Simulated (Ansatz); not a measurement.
PBE exchange is replaced step by step with exact exchange (0 % is PBE, 25 % PBE0; no dispersion term), basis def2-TZVP, Ansatz. System: MoO3. Charge 0, multiplicity 1. Geometry: r2SCAN-D4/def2-TZVP.

Geometry of the singlet:

```tsv
atom	x (Å)	y (Å)	z (Å)
Mo1	-0.022	-0.397	0.148
O2	-1.595	0.172	-0.179
O3	0.901	-0.377	-1.285
O4	0.716	0.603	1.316
```

In the def2 sets Mo takes a core potential; there is no spin–orbit coupling. The restricted singlet is unstable towards broken spin symmetry in Hartree–Fock (as tested in another run); at PBE with 5 % exact exchange/def2-TZVP, PBE with 10 % exact exchange/def2-TZVP, PBE with 15 % exact exchange/def2-TZVP, PBE0-D4/def2-TZVP and others this wasn't settled.

```tsv
exact exchange (%)	HOMO (eV)	LUMO (eV)	gap (eV)
0	-7.39	-5.43	1.97
5	-7.71	-5.29	2.42
10	-8.04	-5.16	2.88
15	-8.37	-5.03	3.34
25	-9.03	-4.75	4.27
35	-9.70	-4.48	5.22
50	-10.73	-4.06	6.67
```
